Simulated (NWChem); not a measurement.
1,3-disilacyclobutane (C₂H₈Si₂); SMILES C1[SiH2]C[SiH2]1

```xyz
12

C      1.3589     0.0000     0.1591
Si     0.0000     1.3152    -0.0758
C     -1.3589     0.0000     0.1591
Si     0.0000    -1.3152    -0.0758
H      1.7455     0.0000     1.1921
H      2.2149     0.0000    -0.5303
H      0.0000     2.4462     0.9052
H      0.0000     1.8817    -1.4603
H     -1.7455     0.0000     1.1921
H     -2.2149     0.0000    -0.5303
H      0.0000    -2.4462     0.9052
H      0.0000    -1.8817    -1.4603
```
Atoms are numbered in this order, from 1.

Program: NWChem. Coordinates come from a PBE0/def2-SVP optimisation.

### Question
Order these by “orbital gap (eV)”, lowest first: revPBE/def2-SVP; B3LYP/def2-SVP; LC-BLYP (range parameter 0.33 per bohr)/def2-SVP; LC-wPBE (HJS exchange hole, range parameter 0.4 per bohr)/def2-SVP.

### Answer
revPBE/def2-SVP (6.18), B3LYP/def2-SVP (7.75), LC-BLYP (range parameter 0.33 per bohr)/def2-SVP (12.25), LC-wPBE (HJS exchange hole, range parameter 0.4 per bohr)/def2-SVP (13.01)
